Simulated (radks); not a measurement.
Values are calculated unless marked as measured or tabulated.
The nuclear charge of neutral nitrogen is varied continuously with 7 electrons held in [He] 2s2 2p3. Level of theory: non-relativistic Kohn-Sham, LDA (Slater exchange, Perdew-Wang correlation), spin-polarised, spherical densities, point nucleus; open shells are filled with parallel spins first (a radial shooting solver on a logarithmic mesh with Libxc functionals). By the Hellmann-Feynman theorem dE/dZ = E(electron-nucleus)/Z, the electronic potential at the nucleus.

| Z | E (hartree) | E(electron-nucleus)/Z (hartree) | HOMO | e(HOMO) (eV) | <r> HOMO (bohr) |
|---|---|---|---|---|---|
| 6.8 | -50.55091 | -17.5894 | 2p | -5.678 | 1.534 |
| 6.9 | -52.32626 | -17.9174 | 2p | -6.998 | 1.479 |
| 7 | -54.13439 | -18.2451 | 2p | -8.395 | 1.429 |
| 7.1 | -55.97527 | -18.5725 | 2p | -9.869 | 1.383 |
| 7.2 | -57.84889 | -18.8997 | 2p | -11.417 | 1.341 |
| 7.3 | -59.75521 | -19.2267 | 2p | -13.041 | 1.301 |
| 7.4 | -61.69423 | -19.5536 | 2p | -14.737 | 1.264 |
| 7.5 | -63.66592 | -19.8802 | 2p | -16.507 | 1.229 |
| 7.6 | -65.67028 | -20.2068 | 2p | -18.350 | 1.197 |
| 7.7 | -67.70728 | -20.5332 | 2p | -20.265 | 1.166 |
| 7.8 | -69.77692 | -20.8596 | 2p | -22.251 | 1.137 |
| 7.9 | -71.87919 | -21.1858 | 2p | -24.309 | 1.110 |
| 8 | -74.01407 | -21.5119 | 2p | -26.438 | 1.083 |

The central difference of E at Z = 7 is -18.245 hartree, to compare with the third column; the second derivative is -3.28 hartree.
